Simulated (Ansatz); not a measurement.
The first iterations of a band of CH₃O₂Si (7 atoms, charge 1, multiplicity 1).

Level of theory: RKS B3LYP-D4/def2-SVP in Ansatz.

```yaml
movable_images: 4
climbing_image: no
spring: 5.0 eV/Å²
optimiser: quadratic models (default)
start_path: IDPP
force_threshold: 0.05 eV/Å
iteration_limit: 60
end_points: relaxed
```

Initial state:

```xyz
7
Properties=species:S:1:pos:R:3
O -1.213 -0.202 3.177
Si -0.580 -0.035 1.808
C 0.558 0.239 -0.680
O 0.227 -0.748 -1.408
H 0.062 1.216 -0.772
H 1.523 0.145 -0.168
H -0.577 -0.616 -1.955
```

Final state:

```xyz
7
Properties=species:S:1:pos:R:3
O -1.222 -0.195 3.173
Si -0.621 0.000 1.793
C 0.449 0.344 -0.715
O -0.251 -0.292 -1.563
H 0.198 1.405 -0.597
H 1.401 -0.055 -0.338
H 0.047 -1.207 -1.753
```

| iteration | highest image above the first end (eV) | largest band force component (eV/Å) |
| --- | --- | --- |
| 1 | 0.854 | 1.048 |
| 2 | 0.804 | 0.944 |
| 3 | 0.758 | 1.401 |
| 4 | 0.741 | 0.726 |
| 5 | 0.754 | 0.285 |
| 6 | 0.759 | 0.157 |
| 7 | 0.760 | 0.184 |
| 8 | 0.760 | 0.141 |
| 9 | 0.760 | 0.122 |
| 10 | 0.760 | 0.159 |
| 11 | 0.759 | 0.185 |
| 12 | 0.758 | 0.156 |
| 13 | 0.757 | 0.138 |

**Question.** Does the band converge within its limit, and where does its top end?

**Answer.** It converged. It ended after 40 iterations with the highest image 0.469 eV above the first end. No image climbed, so the highest image needn't sit at the top of the path. Limits of this set-up: the dipole of an ion depends on the origin.

The run took 5.6 min on 1 thread of Arm Neoverse V1, with other jobs on the host, peak memory 0.14 GiB.
